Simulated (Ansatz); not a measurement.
Consider the ligand exchange at a B–S bond: `CSB(C)C` + H₂S → `CB(C)S` + CH₃SH.

Isolated molecules relaxed with PBE0-D4/def2-TZVP in Ansatz; ΔE leaves out vibrations. CBS: MP2 limit from def2 TZ/QZ plus the TZ coupled-cluster correction, frozen cores. This one scheme is used for every species. DFT in def2-TZVPP. B3LYP here is the variant with VWN-RPA as its local correlation; programs differ in this. One conformer a species, not always the lowest.

**Question.** Is it downhill or uphill in electronic energy at CCSD(T)/CBS, and by how much? (Best estimate.)

**Answer.** Computed: Uphill: ΔE = +0.05 eV.

**Question.** What do these levels give: B97M-V, PBE0-D4, PBE-QIDH, r2SCAN, B3LYP, MP2/def2-SVP? (Best estimate.)

**Answer.** Ansatz gave: B97M-V 0.05, PBE0-D4 0.04, PBE-QIDH 0.03, r2SCAN 0.04, B3LYP 0.00, MP2/def2-SVP 0.04 eV.

**Question.** What do rigid-rotor, harmonic-oscillator terms from PBE0-D4/def2-TZVP frequencies (298.15 K, 1 bar) make of the CCSD(T)/CBS value? (Best estimate.)

**Answer.** Ansatz gave: ΔZPE = +0.04 eV, ΔH = +0.07 eV, ΔS = 7 J/(mol·K), ΔG = +0.05 eV. Modes under 50 cm⁻¹ make the entropy rough.

Largest T1 diagnostic among the species: 0.012.

In def2-TZVPP, CCSD(T) changes the Hartree–Fock value by +0.09 eV (the triples alone add +0.02 eV) and MP2 by +0.10 eV. Leaving LDA and LC-ωPBE aside and taking each functional with its dispersion term where it has one, the values, not all of them listed here, spread over 0.04 eV, from B2PLYP to revPBE-D4. LDA lies +0.06 eV from PBE without D4.
